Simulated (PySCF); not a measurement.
## Identify the compound

The spectra below were simulated for a compound C₅H₉BF₂.

1H NMR (400 MHz, computed): δ 4.92 (sext, J = 2.1 Hz, 1H), 4.74 (ttq, J = 2.7, 2.0, 1.3 Hz, 1H), 2.14 (m, 2H), 1.85 (quint, J = 1.4 Hz, 3H), 1.02 (tt, J = 8.4, 5.5 Hz, 2H).

13C{1H} NMR (computed): δ 148.0 (C), 105.1 (CH2), 33.8 (CH2, t, J = 1.6 Hz), 26.7 (CH3), 11.3 (CH2, t, J = 30.1 Hz).

How the numbers were obtained: structure optimised with PBE0-D3(BJ)/def2-SVP, KT2/pcSseg-1 with gauge-including orbitals, couplings computed with B3LYP/pcJ-1 (spin–dipole term only in couplings to heteroatoms), in PySCF 2.14.0 with density-fitted response routines (no solvent, one averaged value for each set of equivalent atoms, relativity neglected, a single conformation).

Referencing at the same level of theory: TMS for 1H and 13C.

Question: What is the structure?

Answer: 
- 5 carbon signals for 5 carbons: no two carbons are equivalent.
- Carbon types of the structure: 1 × C, 3 × CH2, 1 × CH3, which accounts for all hydrogens.
- δC 148.0: fully substituted alkene carbon; an sp2 carbon of a C=C bond.
- δC 105.1: terminal =CH2 carbon; an sp2 carbon of a C=C bond.
- δC 33.8: allylic sp3 CH2; saturated and bonded to C and H only.
- δC 26.7: allylic methyl carbon; aliphatic region, no heteroatom directly attached.
- δH 4.92, 4.74: hydrogen on a terminal =CH2 carbon; a vinylic proton, deshielded by the sp2 carbon and the C=C anisotropy.
- δH 2.14: hydrogen on an allylic sp3 CH2; allylic position.
- δH 1.85: hydrogen on an allylic methyl carbon; allylic position.

These data were computed for SMILES C=C(C)CCB(F)F.

The data come from this structure; uniqueness wasn't tested.

A carbon bonded to boron is broadened by the quadrupolar boron nucleus and is often missing from a measured spectrum. C–F couplings over four or more bonds (about 3 Hz to the para carbon of a fluoroarene) are left out. Splittings below 1 Hz are ignored in the labels, and close J values are merged. Unscaled 3J(H,H) at this level run about 10 % above measured values. Shifts are as computed. Against solution values, carbons near 30 ppm lie about +2 ppm off and those near 130 ppm about -5 ppm. Of 1313 compounds with measured shifts, 239 miss one by over three times the rms of a fit or turn the order of signals round; such compounds aren't used in these exercises. Vicinal H,H couplings across rotating CH2–CH2 and CH–CH2 bonds are estimated from the computed gauche and anti values for equal rotamer populations, (2 J gauche + J anti)/3. Vicinal couplings across rotatable single bonds and in flexible rings belong to the one computed conformer; a conformer average would change them.
